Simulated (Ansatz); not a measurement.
A structure relaxed at r2SCAN-D4/def2-SVP in Ansatz, charge 0, singlet:

```xyz
36

F     1.0041   -7.0595    2.0998
C     1.2229   -5.7803    1.8349
C     2.5222   -5.2538    2.0762
F     3.4513   -6.0679    2.5540
C     2.8020   -3.9344    1.8188
F     4.0310   -3.4946    2.0618
C     1.7955   -3.0579    1.3026
C     2.0360   -1.7101    1.0267
F     3.2515   -1.2231    1.2539
C     1.0423   -0.8401    0.5160
C     1.2809    0.5188    0.2371
F     2.4937    1.0103    0.4624
C     0.2890    1.3791   -0.2702
C     0.5232    2.7468   -0.5526
F     1.7354    3.2435   -0.3292
C    -0.4636    3.5976   -1.0555
C    -0.2237    4.9794   -1.3395
F     0.9706    5.5215   -1.1324
C    -1.2234    5.7806   -1.8335
F    -1.0049    7.0601   -2.0974
C    -2.5226    5.2542   -2.0747
F    -3.4520    6.0684   -2.5518
C    -2.8023    3.9346   -1.8179
F    -4.0314    3.4948   -2.0605
C    -1.7955    3.0580   -1.3026
C    -2.0357    1.7099   -1.0274
F    -3.2513    1.2230   -1.2545
C    -1.0419    0.8398   -0.5173
C    -1.2805   -0.5192   -0.2386
F    -2.4932   -1.0106   -0.4637
C    -0.2885   -1.3794    0.2688
C    -0.5227   -2.7471    0.5512
F    -1.7348   -3.2440    0.3273
C     0.4638   -3.5977    1.0551
C     0.2235   -4.9793    1.3398
F    -0.9708   -5.5213    1.1330
```

Q: Give its formula, name or SMILES and point group.

A: perfluoropentacene (C22F14). Point group D2h (tolerance 0.1 Å).

Q: Summarise the bond lengths by kind (pairs closer than 1.2 times the sum of covalent radii, bridged metal pairs left out).

A: 26 × C–C 1.37 to 1.46 Å; 14 × C–F 1.32 to 1.33 Å.

Single mean-field runs in def2-SVP are fitted with def2-universal-jkfit.
